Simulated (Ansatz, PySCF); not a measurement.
Noncovalent pair: H2O (SMILES O) (first 3 atoms) with CH2O (SMILES C=O); geometry from B3LYP-D3(BJ)/def2-TZVP, rigid monomers moved along the line of their centres of mass till O1···C4 is 3.93 Å.
(charge 0, multiplicity 1):
| atom | x (Å) | y (Å) | z (Å) |
|---|---|---|---|
| O | -0.1503 | 0.4376 | -0.1146 |
| H | 0.4921 | 0.1685 | -0.7793 |
| H | -0.5236 | -0.3821 | 0.2299 |
| C | -0.0284 | 0.4319 | 3.8176 |
| O | -0.4323 | -0.6887 | 3.9783 |
| H | 1.0511 | 0.6718 | 3.8188 |
| H | -0.7105 | 1.2874 | 3.6662 |

Interaction energies are E(AB) − E(A) − E(B) at the monomers' geometry in the complex; basis-set methods are counterpoise corrected. Rows marked so take none.

Cores are frozen in the correlated methods. CBS: X⁻³ extrapolation of the correlation energy, Hartree–Fock from the larger set. Rows in 3-21G, 6-31G* carry no dispersion term and start afresh at each structure (6-31G* with six Cartesian d functions). MP2/6-31G* freezes PySCF's default core.

Programs: Ansatz (an electronic-structure program) with Gaussian orbitals; PySCF for 3-21G rows, 6-31G* rows, the dispersion terms. Values without a source in brackets are computed.

Other levels give for the interaction energy: PBE/def2-TZVPPD -1.20; B3LYP/def2-TZVPPD -1.04; B3LYP-D3(BJ)/def2-TZVPPD -1.36; wB97M-V/def2-TZVPPD -1.41; CCSD(T)/CBS(aug-cc-pVDZ, aug-cc-pVTZ) -1.38 kcal/mol.

Common cheap choices:

```csv
level,interaction energy (kcal/mol),"less -1.38 (CCSD(T)/CBS(aug-cc-pVDZ, aug-cc-pVTZ))"
HF/6-31G*,-1.44,-0.06
HF/6-31G* (no counterpoise),-1.63,-0.25
BP86/6-31G* (no counterpoise),-1.06,0.32
B3LYP/3-21G (no counterpoise),-1.08,0.30
B3LYP/6-31G*,-1.06,0.32
B3LYP/6-31G* (no counterpoise),-1.29,0.08
M06-2X/6-31G* (no counterpoise),-1.57,-0.19
MP2/6-31G*,-1.23,0.15
```
